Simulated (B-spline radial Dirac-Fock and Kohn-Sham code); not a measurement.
**K-line shifts caused by a second vacancy in Ti**

System: neutral titanium, configuration 1s2 2s2 2p6 3s2 3p6 3d2 4s1 4p1 (an excited configuration).

Input of the calculation (task.json; shells as n, l, electrons):

```json
{"items": [{
  "Z": 22,
  "q": 0,
  "cfg": [[1, 0, 2], [2, 0, 2], [2, 1, 6], [3, 0, 2], [3, 1, 6], [3, 2, 2], [4, 0, 1], [4, 1, 1]],
  "A": 48,
  "rrms": 3.5921,
  "do": ["binding", "quiet", "double"]
}]}
```

Run with: `python xray_run.py task.json out`

Calculated with a radial atomic solver, using Dirac-Fock ΔSCF + Breit + QED. Each two-hole energy is an average over J within one jj subconfiguration, not an observable level; in light atoms, where LS coupling holds, the j-resolved values are not observed lines, and for a K spectator the Kα1 hypersatellite is nearly forbidden. Correlation energy is missing from these numbers.

Lines without a spectator: Kα2 (K-L2) 4503.9 eV, Kα1 (K-L3) 4509.5 eV, Kβ3 (K-M2) 4930.6 eV, Kβ1 (K-M3) 4931.3 eV. Shifts in eV with one spectator hole (a dash: not computed, or left out as unreliable):

| spectator hole | Kα2 | Kα1 | Kβ3 | Kβ1 |
| --- | --- | --- | --- | --- |
| K (1s) | +227.1 | +228.2 | +282.8 | +283.0 |
| L2 (2p1/2) | +19.15 | +23.61 | – | +57.1 |
| L3 (2p3/2) | +22.43 | +21.32 | +55.8 | – |
| M2 (3p1/2) | – | +1.27 | +4.09 | +5.36 |
| M3 (3p3/2) | +1.17 | – | +5.17 | +4.82 |
